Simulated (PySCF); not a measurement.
BFH3N, SMILES FBN. Atoms are numbered in the order given.

```xyz
6

B     -0.4894    -0.0734     0.0000
H     -1.6786    -0.1526     0.0000
F      0.2362    -1.2035     0.0000
N      0.1655     1.1544     0.0000
H      1.1692     1.2401     0.0000
H     -0.3274     2.0300     0.0000
```
Charge 0, spin multiplicity 1.

The structure is a stationary point at B3LYP-D3(BJ)/def2-TZVP. The values are those of a single conformer.

Level of theory: TDA-ωB97X/def2-SVPD in PySCF.

Vertical excitations. The molecule is in vacuum. State labels are in the subgroup Cs.

```csv
state,symmetry,energy (eV),λ (nm),f,main pairs
S1,A",8.13,153,0.061,HOMO→LUMO 84 %
S2,A",8.95,138,0.042,HOMO−1→LUMO+1 96 %
S3,A',9.03,137,0.248,HOMO→LUMO+1 90 %
S4,A",9.64,129,0.000,"HOMO→LUMO+3 68 %, HOMO→LUMO+4 15 %"
S5,A",9.93,125,0.008,"HOMO→LUMO+2 66 %, HOMO→LUMO+3 15 %"
S6,A',10.13,122,0.032,HOMO−1→LUMO 88 %
S7,A",10.89,114,0.002,"HOMO→LUMO+4 46 %, HOMO→LUMO+6 25 %, HOMO→LUMO+3 10 %, HOMO→LUMO+5 8 %"
S8,A',10.93,113,0.105,HOMO−1→LUMO+2 75 %
S9,A',11.34,109,0.326,"HOMO−1→LUMO+3 62 %, HOMO−1→LUMO+4 14 %"
S10,A",11.40,109,0.025,"HOMO→LUMO+5 44 %, HOMO−2→LUMO+1 33 %, HOMO→LUMO+4 9 %"
T1,A',7.15,174,0,HOMO→LUMO+1 93 %
T2,A",7.91,157,0,"HOMO→LUMO 78 %, HOMO→LUMO+2 16 %"
T3,A",8.20,151,0,HOMO−1→LUMO+1 94 %
T4,A",9.47,131,0,"HOMO→LUMO+3 59 %, HOMO→LUMO+4 18 %, HOMO→LUMO+2 10 %"
```
Triplets are in the Tamm–Dancoff approximation.
